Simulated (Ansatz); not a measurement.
# Nudged elastic band run: CH₆BFSSi

Input:

```yaml
crystal:
  periodic: [false, false, false]
  atoms:
    - { symbol: B, position_ang: [-0.703693, 1.724202, 1.451656] }
    - { symbol: C, position_ang: [-0.466178, 0.632594, 0.362358] }
    - { symbol: S, position_ang: [1.059697, -0.382541, 0.582812] }
    - { symbol: Si, position_ang: [0.9087, -1.6858, -1.097888] }
    - { symbol: F, position_ang: [1.168967, -0.905116, -2.520651] }
    - { symbol: H, position_ang: [0.133018, 2.017499, 2.284048] }
    - { symbol: H, position_ang: [-1.761131, 2.328684, 1.422774] }
    - { symbol: H, position_ang: [-0.404622, 1.213247, -0.592508] }
    - { symbol: H, position_ang: [-1.366798, -0.010305, 0.241223] }
    - { symbol: H, position_ang: [-0.473554, -2.263873, -1.197401] }
    - { symbol: H, position_ang: [1.970795, -2.725692, -0.915823] }
basis:
  gaussian: { orbitals: def2-SVP }
hamiltonian:
  xc: pbe
neb:
  order_check: false
  images: 8
  f_tol: 0.05
  max_iterations: 60
  climbing: false
  final_atoms:
    - { symbol: B, position_ang: [-0.73099048, 1.70965998, 1.45289708] }
    - { symbol: C, position_ang: [-0.23817929, 0.77104659, 0.30837699] }
    - { symbol: S, position_ang: [0.15265851, -0.96000017, 0.82023859] }
    - { symbol: Si, position_ang: [0.74183437, -1.78870535, -1.05371651] }
    - { symbol: F, position_ang: [-0.52326184, -1.93341838, -2.09320399] }
    - { symbol: H, position_ang: [-1.00445625, 1.30182554, 2.564483] }
    - { symbol: H, position_ang: [-0.88134112, 2.88929258, 1.18984179] }
    - { symbol: H, position_ang: [0.61226284, 1.23265856, -0.24274189] }
    - { symbol: H, position_ang: [-1.08238432, 0.7702101, -0.42621676] }
    - { symbol: H, position_ang: [1.28479567, -3.15264596, -0.75600301] }
    - { symbol: H, position_ang: [1.7342629, -0.89702449, -1.74335528] }
  initial_path:
    images:
      - { positions_ang: [[-0.703693, 1.724202, 1.451656], [-0.466178, 0.632594, 0.362358], [1.059697, -0.382541, 0.582812], [0.9087, -1.6858, -1.097888], [1.168967, -0.905116, -2.520651], [0.133018, 2.017499, 2.284048], [-1.761131, 2.328684, 1.422774], [-0.404622, 1.213247, -0.592508], [-1.366798, -0.010305, 0.241223], [-0.473554, -2.263873, -1.197401], [1.970795, -2.725692, -0.915823]] }
      - { positions_ang: [[-0.69726053, 1.71103156, 1.44151603], [-0.44375651, 0.6488796, 0.32946779], [0.95391727, -0.44767371, 0.64203586], [0.89240915, -1.68809622, -1.07785729], [0.92538627, -0.89623154, -2.46218823], [0.02881402, 1.9108929, 2.33141811], [-1.66020045, 2.40897848, 1.36579613], [-0.25610225, 1.22148395, -0.58307968], [-1.3563684, 0.06940472, 0.14835092], [-0.34338114, -2.43739159, -1.11842145], [2.02174358, -2.55837917, -0.99643819]] }
      - { positions_ang: [[-0.69082806, 1.69786113, 1.43137606], [-0.42133503, 0.66516521, 0.29657757], [0.84813754, -0.51280643, 0.70125973], [0.87611829, -1.69039243, -1.05782657], [0.68180554, -0.88734707, -2.40372547], [-0.07538996, 1.80428679, 2.37878822], [-1.55926991, 2.48927297, 1.30881825], [-0.10758249, 1.2297209, -0.57365135], [-1.34593881, 0.14911445, 0.05547884], [-0.21320828, -2.61091018, -1.0394419], [2.07269216, -2.39106633, -1.07705338]] }
      - { positions_ang: [[-0.68439559, 1.68469069, 1.4212361], [-0.39891354, 0.68145081, 0.26368736], [0.74235781, -0.57793914, 0.76048359], [0.85982744, -1.69268865, -1.03779586], [0.43822481, -0.87846261, -2.3452627], [-0.17959394, 1.69768069, 2.42615832], [-1.45833936, 2.56956745, 1.25184038], [0.04093726, 1.23795786, -0.56422303], [-1.33550921, 0.22882417, -0.03739325], [-0.08303542, -2.78442877, -0.96046235], [2.12364074, -2.2237535, -1.15766857]] }
      - { positions_ang: [[-0.67796313, 1.67152025, 1.41109613], [-0.37649206, 0.69773642, 0.23079715], [0.63657809, -0.64307186, 0.81970745], [0.84353658, -1.69498486, -1.01776514], [0.19464408, -0.86957815, -2.28679994], [-0.28379792, 1.59107458, 2.47352843], [-1.35740881, 2.64986194, 1.19486251], [0.18945702, 1.24619481, -0.55479471], [-1.32507962, 0.3085339, -0.13026533], [0.04713744, -2.95794737, -0.8814828], [2.17458932, -2.05644066, -1.23828376]] }
      - { positions_ang: [[-0.68099618, 1.66990447, 1.41123403], [-0.35115887, 0.71312004, 0.22479926], [0.53579603, -0.70723399, 0.84608818], [0.82499596, -1.70641879, -1.0128572], [0.00661865, -0.98383397, -2.23930582], [-0.41018395, 1.51155531, 2.50468788], [-1.25965438, 2.71215178, 1.16898115], [0.30244422, 1.24835165, -0.5159318], [-1.2934781, 0.3952578, -0.2044253], [0.24250963, -3.05669992, -0.83243858], [2.14830798, -1.85325538, -1.33023179]] }
      - { positions_ang: [[-0.69349475, 1.67984335, 1.42164979], [-0.32291397, 0.72760168, 0.24569369], [0.44001165, -0.77042553, 0.83962579], [0.80420556, -1.72699043, -1.02307203], [-0.12585147, -1.22123007, -2.20278037], [-0.55875202, 1.45912287, 2.51963666], [-1.16507607, 2.75643698, 1.17419631], [0.37989888, 1.24442838, -0.44763433], [-1.24070465, 0.48899588, -0.25987317], [0.50308114, -3.08068643, -0.81332969], [2.04479671, -1.61419766, -1.43351266]] }
      - { positions_ang: [[-0.70599333, 1.68978223, 1.43206555], [-0.29466908, 0.74208332, 0.26658812], [0.34422727, -0.83361708, 0.83316339], [0.78341517, -1.74756207, -1.03328686], [-0.25832159, -1.45862618, -2.16625491], [-0.7073201, 1.40669042, 2.53458544], [-1.07049775, 2.80072218, 1.17941147], [0.45735353, 1.2405051, -0.37933685], [-1.18793121, 0.58273395, -0.31532103], [0.76365265, -3.10467294, -0.79422079], [1.94128544, -1.37513994, -1.53679354]] }
      - { positions_ang: [[-0.71849191, 1.6997211, 1.44248131], [-0.26642419, 0.75656496, 0.28748256], [0.24844289, -0.89680862, 0.82670099], [0.76262477, -1.76813371, -1.04350168], [-0.39079172, -1.69602228, -2.12972945], [-0.85588817, 1.35425798, 2.54953422], [-0.97591943, 2.84500738, 1.18462663], [0.53480818, 1.23658183, -0.31103937], [-1.13515776, 0.67647203, -0.37076889], [1.02422416, -3.12865945, -0.7751119], [1.83777417, -1.13608221, -1.64007441]] }
      - { positions_ang: [[-0.73099048, 1.70965998, 1.45289708], [-0.23817929, 0.77104659, 0.30837699], [0.15265851, -0.96000017, 0.82023859], [0.74183437, -1.78870535, -1.05371651], [-0.52326184, -1.93341838, -2.09320399], [-1.00445625, 1.30182554, 2.564483], [-0.88134112, 2.88929258, 1.18984179], [0.61226284, 1.23265856, -0.24274189], [-1.08238432, 0.7702101, -0.42621676], [1.28479567, -3.15264596, -0.75600301], [1.7342629, -0.89702449, -1.74335528]] }
```

Run as:

```bash
$ ansatz run input.yaml --threads 2 --pin off --max-ram 3072MiB --backend cpu --events-out ev --progress --plain --runs-dir out
```

Output, in part (warnings, iteration lines, the closing report on the highest movable image, with atoms numbered from 0):

```
NEB end point (image 0): max|allowed force component| = 9.811e-3 eV/Å (the criterion of neb.relax_end_points is 1.000e-2)
NEB end point (image 9): max|allowed force component| = 1.415e-2 eV/Å (the criterion of neb.relax_end_points is 1.000e-2)
NEB iter   1: max|band force component| = 4.648e0 eV/Å  barrier→ = 0.9789 eV  barrier← = 0.9789 eV  Δτ_max = 0.1966 Å  (275 SCF iters)
NEB iter   2: max|band force component| = 1.667e0 eV/Å  barrier→ = 0.2723 eV  barrier← = 0.2723 eV  Δτ_max = 0.1093 Å  (231 SCF iters)
NEB iter   3: max|band force component| = 5.726e-1 eV/Å  barrier→ = 0.1575 eV  barrier← = 0.1575 eV  Δτ_max = 0.0586 Å  (228 SCF iters)
NEB iter   4: max|band force component| = 2.283e-1 eV/Å  barrier→ = 0.1470 eV  barrier← = 0.1470 eV  Δτ_max = 0.0248 Å  (229 SCF iters)
NEB iter   5: max|band force component| = 1.377e-1 eV/Å  barrier→ = 0.1455 eV  barrier← = 0.1455 eV  Δτ_max = 0.0246 Å  (230 SCF iters)
NEB iter   6: max|band force component| = 6.489e-2 eV/Å  barrier→ = 0.1448 eV  barrier← = 0.1447 eV  Δτ_max = 0.0213 Å  (230 SCF iters)
NEB iter   7: max|band force component| = 6.197e-2 eV/Å  barrier→ = 0.1446 eV  barrier← = 0.1446 eV  Δτ_max = 0.0843 Å  (222 SCF iters)
NEB iter   8: max|band force component| = 8.018e-2 eV/Å  barrier→ = 0.1446 eV  barrier← = 0.1446 eV  Δτ_max = 0.0421 Å  (230 SCF iters)
NEB iter   9: max|band force component| = 1.036e-1 eV/Å  barrier→ = 0.1444 eV  barrier← = 0.1444 eV  Δτ_max = 0.0211 Å  (224 SCF iters)
NEB iter  10: max|band force component| = 2.078e-1 eV/Å  barrier→ = 0.1440 eV  barrier← = 0.1440 eV  Δτ_max = 0.0105 Å  (223 SCF iters)
NEB iter  11: max|band force component| = 7.543e-2 eV/Å  barrier→ = 0.1442 eV  barrier← = 0.1442 eV  Δτ_max = 0.0211 Å  (231 SCF iters)
NEB iter  12: max|band force component| = 4.753e-2 eV/Å  barrier→ = 0.1442 eV  barrier← = 0.1442 eV  Δτ_max = 0.0000 Å  (457 SCF iters)
Total energy: -23218.48549112 eV, -853.2636037438 hartree
Atom 0 at    -0.707952     1.744250     1.427913 Å, force     0.002550     0.001817    -0.000211 eV/Å
Atom 1 at    -0.330014     0.748406     0.289295 Å, force     0.000705     0.005783    -0.004656 eV/Å
Atom 2 at     0.552750    -0.769617     0.859626 Å, force    -0.016045    -0.010151     0.004811 eV/Å
Atom 3 at     0.815027    -1.817029    -1.006866 Å, force    -0.002813    -0.000682    -0.001359 eV/Å
Atom 4 at    -0.026141    -0.995103    -2.157334 Å, force    -0.015532    -0.009989     0.005181 eV/Å
Atom 5 at    -0.435666     1.560723     2.598417 Å, force    -0.002517    -0.002572     0.000237 eV/Å
Atom 6 at    -1.307448     2.754255     1.103279 Å, force     0.003873     0.002800     0.000988 eV/Å
Atom 7 at     0.263608     1.311709    -0.467917 Å, force     0.012460    -0.001913     0.008368 eV/Å
Atom 8 at    -1.265607     0.481280    -0.253587 Å, force     0.003886     0.007174    -0.011478 eV/Å
Atom 9 at     0.259062    -3.208681    -0.916182 Å, force     0.016266    -0.009953     0.003863 eV/Å
Atom 10 at     2.247581    -1.867294    -1.456045 Å, force    -0.002834     0.017685    -0.005743 eV/Å
Dipole moment:    -0.002980     0.051994    -0.082333 e Å
```

The run converged. No image climbed, so the highest image needn't sit at the top of the path.

Final band (atoms are numbered from 1 in the order of the input):

```csv
image,path coordinate (Å),energy (eV),dihedral C2–S3–Si4–H11 (°)
0,0.00,0.000,-171
1,0.58,0.007,179
2,1.16,0.034,165
3,1.75,0.088,148
4,2.33,0.139,130
5,2.92,0.144,111
6,3.50,0.097,92
7,4.09,0.040,74
8,4.67,0.008,59
9,5.26,0.000,49
```

The run took 3.3 min on 2 threads of Arm Neoverse V1, on a shared host, peak memory 0.15 GiB.
